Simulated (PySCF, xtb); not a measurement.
5-fluorofuran-3-one (C4H3FO2), SMILES C1(C=C(F)OC1)=O.

GFN2-xTB (xtb) at its own geometry gives an orbital gap of 3.48 eV and a dipole moment of 1.76 D.

The structure is a stationary point at PBE0-D3(BJ)/def2-SVP. Other conformers were not sampled.

Q: What does PBE/def2-TZVP run with PySCF give? (The exact figures need the calculation; the answer reports its results.)

A: gap 3.78 eV (levels -5.85 and -2.08 eV), dipole 2.20 D.
